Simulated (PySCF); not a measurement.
A PySCF script (with the pyscf-properties extension) for the NMR shieldings of SMILES C=CC[SiH2][SiH]([SiH3])[SiH3], C3H14Si4, on a GFN2-xTB geometry:

```python
import basis_set_exchange as bse
import numpy as np
from pyscf import gto, dft
from pyscf.prop import nmr

atoms = """
C     3.719925    0.138902   -0.850817
C     2.759311   -0.752656   -0.681650
C     1.309424   -0.443891   -0.683593
Si    0.601028   -0.495890    1.095895
Si   -1.647981    0.095851    0.934737
Si   -2.840309   -1.383789   -0.414755
Si   -1.922408    2.332150    0.340070
H     3.497717    1.176351   -1.042173
H     4.762653   -0.125677   -0.811854
H     3.011220   -1.787867   -0.489469
H     1.138129    0.543210   -1.115604
H     0.776675   -1.171821   -1.298066
H     1.435327    0.396749    1.912634
H     0.853028   -1.847826    1.618105
H    -2.201815   -0.044000    2.302960
H    -2.733176   -2.775285    0.031391
H    -4.271842   -1.087546   -0.503142
H    -2.331128   -1.355669   -1.789783
H    -1.252170    3.253500    1.261020
H    -1.351096    2.590907   -0.985520
H    -3.321434    2.761242    0.272793
"""
names = dict.fromkeys(["C", "Si", "H"], "pcSseg-1")
basis = {el: gto.basis.parse(bse.get_basis(n, elements=[el], fmt="nwchem")) for el, n in names.items()}
mol = gto.M(atom=atoms, basis=basis, charge=0, verbose=0)
mf = dft.RKS(mol, xc="PBE0")
mf.grids.level = 2
mf.grids.alignment = dft.numint.BLKSIZE   # the property module wants whole blocks of grid points
mf.conv_tol = 1e-9
mf.kernel()

calc = nmr.RKS(mf)   # GIAO
C = mf.mo_coeff
Co = C[:, mf.mo_occ > 0]
resp = mf.gen_response(singlet=True, hermi=2)
def vind(x):   # induced exchange potential for any number of trial vectors
    d = np.einsum("pi,xij,qj->xpq", C, 2 * x.reshape(-1, C.shape[1], Co.shape[1]), Co, optimize=True)
    return np.einsum("xpq,pi,qj->xij", resp(d - d.transpose(0, 2, 1)), C, Co, optimize=True).ravel()
mo1, _ = nmr.rhf.solve_mo1(calc, with_cphf=vind)
sigma = calc.kernel(mo1)
for i, s in enumerate(sigma):   # ppm
    print("%2d %-2s %9.2f" % (i, mol.atom_pure_symbol(i), np.trace(s) / 3))
```

Question: Give the expected output.

Answer: 
```
 0 C      67.69
 1 C      41.77
 2 C     164.13
 3 Si    410.55
 4 Si    497.90
 5 Si    462.33
 6 Si    461.92
 7 H      26.43
 8 H      26.56
 9 H      25.54
10 H      29.98
11 H      30.10
12 H      27.86
13 H      27.58
14 H      28.49
15 H      28.09
16 H      28.09
17 H      28.23
18 H      28.04
19 H      28.16
20 H      28.07
```

These numbers come from an equivalent density-fitted implementation of the same equations, which agrees with the script to about 0.01 ppm for H and up to a few tenths of a ppm for heavy atoms, so last digits may differ.

Question: Turn these shieldings into chemical shifts. δ = σ(ref) − σ, references computed at the same level: TMS for ¹³C (186.93 ppm), ²⁹Si (349.16 ppm), ¹H (31.72 ppm).

Answer: Averaging equivalent atoms: C 1: 145.2; C 0: 119.2; C 2: 22.8; Si 3: -61.4; Si 5/6: -113.0; Si 4: -148.7; H 9: 6.18; H 7: 5.29; H 8: 5.16; H 12/13: 4.00; H 15/16/17/18/19/20: 3.60; H 14: 3.23; H 10/11: 1.68 ppm. 

Size and cost of the density-fitted run: 217 basis functions, 33 s wall time on 1 thread of an Arm Neoverse V2, shared host; peak memory 1.1 GiB.
